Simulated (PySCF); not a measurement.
CH2NS, SMILES N[C]=S, multiplicity 2.

Coordinates come from a PBE0-D3(BJ)/def2-TZVP optimisation. The isomer is the one that the SMILES or the coordinates give; other isomers of the formula were not compared. The values are those of a single conformer.

Level of theory: TDA-M06-2X/def2-SVPD (PySCF).

Vertical excitations. Gas-phase values at a fixed geometry.

```json
[
 {"state": "root 1", "energy (eV)": "2.37", "λ (nm)": "523", "f": "0.000", "main pairs": "α HOMO→LUMO 96 %"},
 {"state": "root 2", "energy (eV)": "2.93", "λ (nm)": "423", "f": "0.000", "main pairs": "β HOMO→LUMO 96 %"},
 {"state": "root 3", "energy (eV)": "3.68", "λ (nm)": "337", "f": "0.020", "main pairs": "α HOMO−1→LUMO 15 %, β HOMO−1→LUMO 78 %"},
 {"state": "root 4", "energy (eV)": "4.44", "λ (nm)": "280", "f": "0.004", "main pairs": "α HOMO−1→LUMO 42 %, β HOMO→LUMO+1 49 %"},
 {"state": "root 5", "energy (eV)": "5.10", "λ (nm)": "243", "f": "0.012", "main pairs": "α HOMO→LUMO+1 91 %"},
 {"state": "root 6", "energy (eV)": "5.16", "λ (nm)": "240", "f": "0.001", "main pairs": "β HOMO−1→LUMO+1 91 %"},
 {"state": "root 7", "energy (eV)": "5.76", "λ (nm)": "215", "f": "0.001", "main pairs": "α HOMO→LUMO+2 81 %"},
 {"state": "root 8", "energy (eV)": "6.02", "λ (nm)": "206", "f": "0.000", "main pairs": "α HOMO−2→LUMO 86 %"},
 {"state": "root 9", "energy (eV)": "6.16", "λ (nm)": "201", "f": "0.024", "main pairs": "α HOMO→LUMO+3 47 %, α HOMO→LUMO+4 39 %"},
 {"state": "root 10", "energy (eV)": "6.42", "λ (nm)": "193", "f": "0.205", "main pairs": "α HOMO→LUMO+4 35 %, α HOMO−1→LUMO 13 %, α HOMO→LUMO+3 13 %, α HOMO→LUMO+2 6 %, β HOMO→LUMO+1 17 %, β HOMO−3→LUMO 6 %"}
]
```
Unrestricted roots are not spin-pure.
